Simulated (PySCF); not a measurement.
C₅H₈F₃NSi.
Geometry (GFN2-xTB, Å), atoms numbered from 1 in this order:
```
atom  x, y, z in Å
C1     3.2319    0.8398   -0.3113
N2     2.2157    0.1348   -0.4688
Si3    1.3747   -1.0699    0.4193
C4    -0.3147   -0.2864    0.7255
C5    -1.5567   -1.1131    0.6121
C6    -1.2456   -0.0923   -0.4392
C7    -2.0690    1.1555   -0.5033
F8    -2.5343    1.5514    0.6917
F9    -3.1488    1.0179   -1.2987
F10   -1.3800    2.1997   -1.0015
H11    3.8904    0.8000    0.5607
H12    3.5076    1.5534   -1.0840
H13    1.8864   -1.5388    1.7134
H14    1.2698   -2.1658   -0.5416
H15   -0.3539    0.5010    1.4687
H16   -1.4656   -2.1521    0.3362
H17   -2.3785   -0.9110    1.2839
H18   -0.9381   -0.4177   -1.4241
```

NICS is the negative of the GIAO shielding at a point without a nucleus: at the ring centre (0) and 1 Å above and below it (1); zz is the component along the ring normal. Level: GIAO PBE0/pcSseg-1 (PySCF, non-relativistic, gas phase) on the GFN2-xTB geometry, one conformer.

Ring bond lengths (Å), with Mayer bond orders in brackets: C4–C5 1.496 (0.95), C5–C6 1.498 (0.92), C6–C4 1.504 (0.90).

Question: Give the NICS values of each ring in ppm.

Answer: 
```
    ring                                            type  NICS(0)  NICS(1), two faces  NICS(1)zz, two faces  rms pucker (Å)  centre to ring atoms, mean (Å)
C4–C5–C6  3-membered carbocycle; formal bonds all single    -44.1         -8.3 / -8.8         -23.6 / -24.3            0.00                            0.87
```

Question: What do they say, and how far can they be read as aromaticity?

Answer: 
- C4–C5–C6: mean NICS(1)zz -23.9 ppm, shielded. C4, C5, C6 have four or more neighbours; no verdict on aromaticity is drawn. NICS(0) lies 35 ppm below the mean NICS(1).

Question: What is the mean of the two in-plane components of NICS at the first NICS(1) probe listed for ring C4–C5–C6, 1 Å off the ring?

Answer: The isotropic value is a third of the trace: (3 × -8.3 − (-23.6))/2 = -0.7 ppm.

Question: List the ring angles and the Hirshfeld charges of the ring atoms.

Answer: 
- C4–C5–C6: C4 59.9° (-0.132 e), C5 60.3° (-0.084 e), C6 59.8° (-0.068 e); sum 180.0° against 180° for a flat convex ring.

Question: How shielded are the nuclei of the rings and their hydrogens (means over atoms taken as equivalent)?

Answer: 
```
atoms                  environment  σ isotropic (ppm)
   C4  sp3 carbon bound to silicon              182.6
   C5   three-membered-ring carbon              178.2
   C6   three-membered-ring carbon              166.4
  H15             methine hydrogen              31.37
  H16           methylene hydrogen              30.99
  H17           methylene hydrogen              30.57
  H18             methine hydrogen              30.01
```

The run took 2.0 min of wall time on one thread of an Intel Xeon at 2.50 GHz, shared host, and the process peaked at 0.96 GiB of memory. This is the whole shielding run at PBE0/pcSseg-1, SCF included.
